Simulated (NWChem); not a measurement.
# CH$_{4}$F$_{2}$OSi; SMILES [Si@@H](F)(O)CF

```xyz
9

O      1.5625    -0.4794     0.1941
Si     0.0336    -0.6206    -0.4020
F     -0.9278    -1.4436     0.5987
C     -0.6419     1.1495    -0.5370
F     -0.0481     1.8668     0.5279
H      1.6647     0.3112     0.7486
H      0.0823    -1.3594    -1.6807
H     -0.3531     1.6397    -1.4760
H     -1.7307     1.2254    -0.4349
```
Atoms are numbered in this order, from 1.

Results from NWChem. Structure relaxed at the B3LYP/6-31G* (spherical d) level. B3LYP is NWChem's, with the RPA form of VWN correlation.

Question: Order these by “highest occupied level (eV)”, lowest first: B3LYP/def2-TZVP; LDA (Slater exchange, VWN5)/def2-TZVP; CAM-B3LYP/def2-TZVP; TPSSh/def2-TZVP.

Answer: CAM-B3LYP/def2-TZVP (-10.45), B3LYP/def2-TZVP (-8.76), TPSSh/def2-TZVP (-8.16), LDA (Slater exchange, VWN5)/def2-TZVP (-7.55)
